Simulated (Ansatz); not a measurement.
The first iterations of a band of CH₇B₂ClSi (12 atoms, charge 0, multiplicity 1).

Level of theory: Ansatz, RKS revPBE/def2-SVP.

```
movable images  : 7
climbing image  : yes
spring          : 5.0 eV/Å²
optimiser       : quadratic models (default)
start path      : through a guess of the saddle point
force threshold : 0.05 eV/Å
iteration limit : 60
end points      : relaxed
```

Initial state:

```xyz
12
Properties=species:S:1:pos:R:3
C -0.799 -0.819 1.263
B -0.275 -0.111 -0.046
Si 1.514 0.900 0.024
B -1.038 -0.071 -1.535
Cl -0.585 -1.279 -2.763
H -1.453 -0.038 1.729
H -0.032 -1.063 2.025
H -1.455 -1.697 1.090
H 1.668 2.002 -0.994
H 2.590 -0.128 -0.258
H 1.790 1.481 1.393
H -1.849 0.768 -1.895
```

Final state:

```xyz
12
Properties=species:S:1:pos:R:3
C -0.937 -0.808 1.339
B -0.404 -0.256 -0.060
Si 1.434 0.693 -0.188
B -0.652 -0.260 -1.579
Cl -0.816 0.007 -3.277
H -1.991 -1.146 1.275
H -0.855 -0.070 2.164
H -0.326 -1.690 1.629
H 1.797 1.254 -1.541
H 2.481 -0.330 0.174
H 1.525 1.837 0.798
H -1.178 0.713 -0.699
```

| iteration | highest image above the first end (eV) | largest band force component (eV/Å) |
| --- | --- | --- |
| 1 | 4.030 | 7.686 |
| 2 | 2.518 | 2.572 |
| 3 | 1.573 | 1.425 |
| 4 | 0.912 | 1.058 |
| 5 | 0.575 | 0.637 |
| 6 | 0.393 | 0.338 |
| 7 | 0.423 | 1.007 |
| 8 | 0.426 | 1.019 |
| 9 | 0.447 | 0.887 |
| 10 | 0.457 | 2.212 |
| 11 | 0.433 | 0.944 |

Question: Does the band converge within its limit, and where does its top end?

Answer: It converged. It ended after 34 iterations with the highest image 0.301 eV above the first end. The profile has 2 maxima (images 4, 7) with wells between them (image 6): this band takes more than one step, which may be the mechanism or a detour left from its start path. A vibrational analysis at the climbing image gives one clearly imaginary mode, 135i cm⁻¹: a first-order saddle point.

Time of the run: 5.2 min on 2 threads of Intel(R) Xeon(R) 6975P-C (Granite Rapids), with other jobs on the host, peak memory 0.17 GiB.
